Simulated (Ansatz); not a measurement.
H$_{7}$OPSSi$_{2}$, SMILES `O[SiH](S)P[SiH3]`, 12 atoms. The species carries charge 0 and has multiplicity 1. All runs use 4 threads of an Arm Neoverse V1 on a shared host. Correlated methods freeze the cores.

**Question.** Give the basis size and wall time and peak host memory of each of these runs in Ansatz. RKS PBE-D4/def2-TZVPP energy and forces; RKS PBE0-D4/def2-TZVP relaxation (12 steps); RKS BLYP-D4/def2-TZVPP energy; RKS PBE0-D4/def2-SVP energy; RHF-MP2/def2-QZVPP energy; RKS PBE0-D4/def2-TZVP frequencies; RKS ωB97M-V/def2-SVP energy; RKS PBE0-D4/def2-TZVPP energy; RKS PBE0-D4/def2-QZVPP energy; RKS ωB97X-V/def2-TZVPP energy; RHF-CCSD(T)/def2-SVP energy; RKS ωB97M-V/def2-QZVPP energy. (Estimate.)

**Answer.** Computed: Other jobs shared the machine, so times are rough.

```json
{"level": "RKS PBE0-D4/def2-SVP", "job": "energy", "functions": "121", "wall time": "1.6 s", "peak host memory (GiB)": "0.28"}
{"level": "RKS BLYP-D4/def2-TZVPP", "job": "energy", "functions": "297", "wall time": "3.3 s", "peak host memory (GiB)": "0.5"}
{"level": "RKS PBE-D4/def2-TZVPP", "job": "energy and forces", "functions": "297", "wall time": "3.9 s", "peak host memory (GiB)": "0.51"}
{"level": "RKS PBE0-D4/def2-TZVPP", "job": "energy", "functions": "297", "wall time": "6 s", "peak host memory (GiB)": "1.1"}
{"level": "RHF-CCSD(T)/def2-SVP", "job": "energy", "functions": "121", "wall time": "7 s", "peak host memory (GiB)": "0.56"}
{"level": "RKS ωB97M-V/def2-SVP", "job": "energy", "functions": "121", "wall time": "7.5 s", "peak host memory (GiB)": "0.43"}
{"level": "RKS ωB97X-V/def2-TZVPP", "job": "energy", "functions": "297", "wall time": "13 s", "peak host memory (GiB)": "1.2"}
{"level": "RKS PBE0-D4/def2-QZVPP", "job": "energy", "functions": "547", "wall time": "17 s", "peak host memory (GiB)": "2.9"}
{"level": "RHF-MP2/def2-QZVPP", "job": "energy", "functions": "547", "wall time": "36 s", "peak host memory (GiB)": "4"}
{"level": "RKS ωB97M-V/def2-QZVPP", "job": "energy", "functions": "547", "wall time": "37 s", "peak host memory (GiB)": "3"}
{"level": "RKS PBE0-D4/def2-TZVP", "job": "relaxation (12 steps)", "functions": "221", "wall time": "65 s", "peak host memory (GiB)": "0.74"}
{"level": "RKS PBE0-D4/def2-TZVP", "job": "frequencies", "functions": "221", "wall time": "4.1 min", "peak host memory (GiB)": "0.74"}
```
